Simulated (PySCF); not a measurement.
# Worked example: entropy of an ideal gas

GeHF, SMILES [F][GeH] (connectivity only; charge and spin as stated), neutral, multiplicity 1.

Coordinates come from a ωB97X-D3(BJ)/def2-TZVP optimisation.

ωB97X-D3(BJ)/def2-TZVP run with PySCF 2.14.0 gives the harmonic wavenumbers 671, 783, 1919 cm⁻¹ and the rotational temperatures 9.5906, 0.5174, 0.4909 K. The molar mass is 92.64 g/mol, the symmetry number 1, the spin multiplicity 1.

Work out the entropy at 298.15 K and 1 atm in the rigid-rotor, harmonic-oscillator model.


Translation (Sackur–Tetrode at 1 atm): S = R[1.5 ln M + 2.5 ln T − 1.16487] = 165.2 J/(mol K).
Rotation: q = (√π/σ) T^1.5/√(θA θB θC) = 5850, S = R[ln q + 3/2] = 84.6 J/(mol K).
Vibration: with u = 1.4388 ν/T, each mode gives R[u/(e^u − 1) − ln(1 − e^−u)]:
```
ν (cm⁻¹)  modes     u  S (J/(mol K))
--------  -----  ----  -------------
671           1  3.24           1.43
783           1  3.78           0.93
1919          1  9.26           0.01
```
These are all the modes. Sum 2.4 J/(mol K).
Spin: R ln 1 = 0.0 J/(mol K).
Total 252.2 J/(mol K); the program's own thermochemistry gives 252.2. Translation makes up 66 % and vibration 1 %. Anharmonicity, hindered rotation and orbital degeneracy are left out.
